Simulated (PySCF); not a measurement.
## CrF4: breathing scan

These are results of UPBE0/[Cr def2-SVP, F def2-SVP], no relativity, density fitting, PySCF, not measurements.

Rigid scan from the triplet minimum (Cr–F 1.683 Å (×4); F–Cr–F 109.5° (×6)). Coordinate: all bonds to the central atom scaled together. Energies in kJ/mol from the minimum.

(1) Predict the curve at 0.88, 0.92, 0.96, 1.00, 1.04, 1.08, 1.14, 1.22, 1.35.

Results:

(1) 
```json
{"scale of all bonds to the centre": "0.88", "E (kJ/mol)": "479.6", "⟨S²⟩": "2.00"}
{"scale of all bonds to the centre": "0.92", "E (kJ/mol)": "183.6", "⟨S²⟩": "2.01"}
{"scale of all bonds to the centre": "0.96", "E (kJ/mol)": "39.6", "⟨S²⟩": "2.01"}
{"scale of all bonds to the centre": "1.00", "E (kJ/mol)": "0.0", "⟨S²⟩": "2.01"}
{"scale of all bonds to the centre": "1.04", "E (kJ/mol)": "29.9", "⟨S²⟩": "2.03"}
{"scale of all bonds to the centre": "1.08", "E (kJ/mol)": "104.0", "⟨S²⟩": "2.05"}
{"scale of all bonds to the centre": "1.14", "E (kJ/mol)": "259.7", "⟨S²⟩": "2.17"}
{"scale of all bonds to the centre": "1.22", "E (kJ/mol)": "484.1", "⟨S²⟩": "2.68"}
{"scale of all bonds to the centre": "1.35", "E (kJ/mol)": "786.9", "⟨S²⟩": "3.54"}
```

Spin contamination is strong at 1.22, 1.35, so these points are less reliable.

Open d and f shells are described by one determinant, and the ground state may have another occupation or spin.

Other isomers or separated fragments may lie lower.
